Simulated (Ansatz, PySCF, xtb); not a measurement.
Gas-phase reaction R1 + R2 → P1 + P2, each structure at its B3LYP-D3(BJ)/def2-TZVP stationary point, reached from a drawn start (curvature not checked).
R1, F6W (SMILES [F][W]([F])([F])([F])([F])[F]) (charge 0, multiplicity 1):
```xyz
7

W     -0.00002     0.00001    -0.00002
F      1.67795    -0.67167     0.37414
F     -0.44918    -0.12674     1.78573
F     -0.62407    -1.71453    -0.27865
F      0.62396     1.71451     0.27904
F      0.44921     0.12701    -1.78574
F     -1.67796     0.67151    -0.37461
```
P1: F5HW (SMILES [F][WH]([F])([F])([F])[F]), charge 0, multiplicity 1.
R2: F3HSi (SMILES F[SiH](F)F), charge 0, multiplicity 1.
P2: SiF4 (SMILES F[Si](F)(F)F), charge 0, multiplicity 1.

P less R. No zero-point or thermal terms; no spin–orbit coupling.

Correlated levels freeze the cores.

The values were computed with Ansatz (Gaussian orbitals); PySCF for the D3/D4 terms; xtb for the GFN methods. No computed number here is a measurement. Elements past Kr take the def2 small-core potentials, without spin–orbit coupling.

Question: One of these levels gives 11.20 kcal/mol for the reaction energy. Name it.
(A) CCSD/def2-TZVPP
(B) GFN1-xTB
(C) PBE/def2-TZVPP
(D) B3LYP-D4/def2-TZVPP

Answer: C, PBE/def2-TZVPP. The others give 50.75 (GFN1-xTB), 8.47 (B3LYP-D4/def2-TZVPP), 4.71 (CCSD/def2-TZVPP)

Ansatz is a first-principles code.
